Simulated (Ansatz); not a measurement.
One change: `[OH][Sn][Br]` becomes `[Cl][Sn][Br]`.

Ansatz, PBE0-D4/def2-TZVP geometries, multiplicity 1. Each molecule was computed in one conformer, which needn't be the lowest.

Elements past krypton have def2 core potentials. Scalar relativity is left out up to krypton.

| property | `[OH][Sn][Br]` |
| --- | --- |
| HOMO–LUMO gap (PBE0/def2-TZVPP) / eV | 4.90 |
| HOMO–LUMO gap (PBE/def2-TZVPP) / eV | 3.15 |
| ideal-gas entropy at 298 K and 1 bar (rigid rotor, harmonic PBE0-D4/def2-TZVP) / J/(mol·K) | 316 |
| LUMO energy (PBE0/def2-TZVPP) / eV | -2.59 |
| HOMO energy (PBE/def2-TZVPP) / eV | -6.38 |
| LUMO energy (B3LYP/def2-TZVPP) / eV | -2.82 |

(1) Give the same properties after the change, and the shifts. (An estimate is asked.)

Answers

(1) Ansatz gave: 
```
                                                                                  property  `[Cl][Sn][Br]`  shift
                                                      HOMO–LUMO gap (PBE0/def2-TZVPP) / eV            4.69  -0.21
                                                       HOMO–LUMO gap (PBE/def2-TZVPP) / eV            3.00  -0.15
ideal-gas entropy at 298 K and 1 bar (rigid rotor, harmonic PBE0-D4/def2-TZVP) / J/(mol·K)             323      7
                                                        LUMO energy (PBE0/def2-TZVPP) / eV           -3.17  -0.58
                                                         HOMO energy (PBE/def2-TZVPP) / eV           -6.80  -0.42
                                                       LUMO energy (B3LYP/def2-TZVPP) / eV           -3.39  -0.57
```

With PBE0 the HOMO falls by 0.38 eV and the LUMO falls by 0.58 eV, so the gap narrows by about 0.20 eV. PBE moves the HOMO by -0.42 eV and ωB97M-V by -0.32 eV. The zero-point energy changes by -31.6 kJ/mol with -3 modes.

B3LYP here is the variant with VWN-RPA as its local correlation; programs differ in this.
